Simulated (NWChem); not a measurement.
System: GeF₂, singlet; SMILES [F][Ge][F]

NWChem input:

```
start job
memory heap 200 mb stack 900 mb global 1100 mb
geometry units angstroms noautoz
  Ge     0.000000     0.000000     0.400480
  F     -1.334286     0.000000    -0.761585
  F      1.334286     0.000000    -0.761585
end
basis spherical
  Ge library def2-tzvp
  F library def2-tzvp
end
dft
  xc xpbe96 cpbe96
  iterations 150
  vectors input atomic output neutral.movecs
end
task dft energy
charge 1
dft
  odft
  mult 2
  vectors input atomic output cation.movecs
end
task dft energy
```

Output (shortened):

```
             Northwest Computational Chemistry Package (NWChem) 7.3.0
             --------------------------------------------------------

 C2V symmetry detected

                             Geometry "geometry" -> ""
                             -------------------------

 Output coordinates in angstroms (scale by  1.889725989 to convert to a.u.)

  No.       Tag          Charge          X              Y              Z
 ---- ---------------- ---------- -------------- -------------- --------------
    1 Ge                  32.0000     0.00000000     0.00000000     0.41834340
    2 F                    9.0000    -1.33428600     0.00000000    -0.74372160
    3 F                    9.0000     1.33428600     0.00000000    -0.74372160

 Effective nuclear repulsion energy (a.u.)     188.3292213131

      Symmetry information
      --------------------

 Group name             C2v
 Group number             16
 Group order               4
 No. of unique centers     2

  pbe96 is a nonlocal functional; adding pw91lda local functional.

                                 NWChem DFT Module
                                 -----------------

 Summary of "ao basis" -> "ao basis" (spherical)
 ------------------------------------------------------------------------------
       Tag                 Description            Shells   Functions and Types
 ---------------- ------------------------------  ------  ---------------------
 Ge                        def2-tzvp                16       48   6s5p4d1f
 F                         def2-tzvp                11       31   5s3p2d1f

      Symmetry analysis of basis
      --------------------------

        a1         42
        a2         15
        b1         32
        b2         21

            General Information
            -------------------
          SCF calculation type: DFT
          Wavefunction type:  closed shell.
          No. of atoms     :     3
          No. of electrons :    50
           Alpha electrons :    25
            Beta electrons :    25
          Charge           :     0
          Spin multiplicity:     1
          Use of symmetry is: on ; symmetry adaption is: on
          Maximum number of iterations: 150
          AO basis - number of functions:   110
                     number of shells:    38
          Convergence on energy requested:  1.00D-06
          Convergence on density requested:  1.00D-05
          Convergence on gradient requested:  5.00D-04

              XC Information
              --------------
          PerdewBurkeErnzerhof Exchange Functional  1.000
            Perdew 1991 LDA Correlation Functional  1.000 local
           PerdewBurkeErnz. Correlation Functional  1.000 non-local

             Grid Information
             ----------------
          Grid used for XC integration:  medium
          Radial quadrature: Mura-Knowles
          Angular quadrature: Lebedev.
          Tag              B.-S. Rad. Rad. Pts. Rad. Cut. Ang. Pts.
          ---              ---------- --------- --------- ---------
          Ge                  1.25      112           6.0       590
          F                   0.50       49           7.0       434
          Grid pruning is: on
          Number of quadrature shells:   161
          Spatial weights used:  Erf1

      Superposition of Atomic Density Guess
      -------------------------------------

 Sum of atomic energies:       -2274.14221908

      Non-variational initial energy
      ------------------------------

 Total energy =   -2274.085164
 1-e energy   =   -3549.431797
 2-e energy   =    1087.017412
 HOMO         =      -0.350716
 LUMO         =      -0.036185

      Symmetry analysis of molecular orbitals - initial
      -------------------------------------------------

  Numbering of irreducible representations:

     1 a1          2 a2          3 b1          4 b2

  Orbital symmetries:

     1 a1          2 a1          3 b1          4 a1          5 b2
     6 a1          7 b1          8 a1          9 b1         10 a1
    11 b2         12 a1         13 b1         14 a1         15 a2
    16 b2         17 a1         18 b1         19 a1         20 b1
    21 a1         22 b2         23 a2         24 b1         25 a1
    26 b2         27 b1         28 a1         29 a1         30 b2
    31 a2         32 a1         33 b1         34 a1         35 b2

   convergence    iter        energy       DeltaE   RMS-Dens  Diis-err
 ---------------- ----- ----------------- --------- --------- ---------
 d= 0,ls=0.0,diis     1  -2276.2145387713 -2.46D+03  1.78D-02  1.70D+00
 d= 0,ls=0.0,diis     2  -2275.0465848014  1.17D+00  1.24D-02  1.39D+01
 d= 0,ls=0.0,diis     3  -2276.3625742704 -1.32D+00  1.07D-03  9.22D-02
 d= 0,ls=0.0,diis     4  -2276.3646570683 -2.08D-03  4.95D-04  4.56D-02
 d= 0,ls=0.0,diis     5  -2276.3660065170 -1.35D-03  1.59D-04  6.32D-04
  Resetting Diis
 d= 0,ls=0.0,diis     6  -2276.3660493171 -4.28D-05  1.38D-05  3.95D-06
 d= 0,ls=0.0,diis     7  -2276.3660495774 -2.60D-07  1.25D-05  6.00D-07
 d= 0,ls=0.0,diis     8  -2276.3660492629  3.14D-07  6.42D-06  4.52D-06

         Total DFT energy =    -2276.366049262925
      One electron energy =    -3548.644501090645
           Coulomb energy =     1183.412687285782
    Exchange-Corr. energy =      -99.463456771117
 Nuclear repulsion energy =      188.329221313055

 Numeric. integr. density =       49.999992079306

                  Occupations of the irreducible representations
                  ----------------------------------------------

                     irrep           alpha         beta
                     --------     --------     --------
                     a1               12.0         12.0
                     a2                2.0          2.0
                     b1                7.0          7.0
                     b2                4.0          4.0

                       DFT Final Molecular Orbital Analysis
                       ------------------------------------

[...]
```

Level: PBE/def2-TZVP, vertical spin-unrestricted ions. Low-valent species are run as closed-shell singlets; no triplet was tried in these runs. Coordinates come from a PBE-D3(BJ)/def2-SVP optimisation.
